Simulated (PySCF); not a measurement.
Correlation energy of Ne²⁺ (neon, charge +2)

[He] 2s2 2p4, high-spin 3P determinant. Computed with PySCF 2.14 in ANO-RCC-VTZP, with scalar relativity by spin-free X2C-1e. Frozen: nothing; 8 electrons correlated.

| level | correlation energy (mhartree) |
| --- | --- |
| CCSD | -169.21 |
| (T) | -1.55 |
| CCSD(T) | -170.76 |

Diagnostics: T1 = 0.0026, D1 = 0.0062, largest double amplitude 0.024.

Is a single reference adequate?

Yes: T1 lies below 0.03 and no double amplitude reaches 0.07.
